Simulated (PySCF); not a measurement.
# Core-level binding energies of tetravinylsilane

Compound: tetravinylsilane, C8H12Si.
Numbering: `[CH2:1]=[CH:2][Si:3]([CH:4]=[CH2:5])([CH:6]=[CH2:7])[CH:8]=[CH2:9]`

Method used: PySCF, delta-SCF UKS SCAN, pcX-2 on the ionised atom, pcseg-1 elsewhere, spin-free X2C. Vertical ΔSCF values, vacuum level as zero.

**Question.** List the computed XPS lines with their assignment.

**Answer.** 
```csv
atom(s),environment,level,binding energy (eV),2p1/2 (eV),above the level's lowest (eV),count
C1/C5/C7/C9,terminal =CH2 carbon,C 1s,290.09,–,+0.38,4
C2/C4/C6/C8,alkene CH carbon,C 1s,289.71,–,0.00,4
Si3,four-coordinate silicon,Si 2p3/2,105.82,106.45,0.00,1
Si3,four-coordinate silicon,Si 1s,1845.67,–,0.00,1
```

The listed C 1s values span 0.38 eV, from C2/C4/C6/C8 (bonded to C (double bond), H and Si) to C1/C5/C7/C9 (bonded to C (double bond) and 2 H). Summing the Pauling electronegativity differences to the bonded atoms, each weighted by its formal bond order, gives -1.00 for the lowest site and -0.70 for the highest.

**Question.** Which photon wavelength matches the C 1s of C1/C5/C7/C9 threshold?

**Answer.** λ = hc/E = 12398.42 eV Å / 290.09 eV = 42.740 Å.

Topologically equivalent atoms share the value of their first member; where this conformer doesn't relate them by symmetry, their own values could differ. The 2p values add to the ΔSCF energy of one spin-free hole a correction within the shell (spin–orbit coupling, ligand field). 2p1/2 minus 2p3/2 (ligand field included): Si 0.62 eV. The structure is a single PBE0-D3(BJ)/def2-SVP conformer in the gas phase; no vibrational or solvent corrections.

Conformer computed: `[CH2:1]=[CH:2][Si:3]([CH:4]=[CH2:5])([CH:6]=[CH2:7])[CH:8]=[CH2:9]`: C1–C2–Si3–C4 134°, C2–Si3–C4–C5 -142°, C2–Si3–C6–C7 -132°, C2–Si3–C8–C9 -130°.
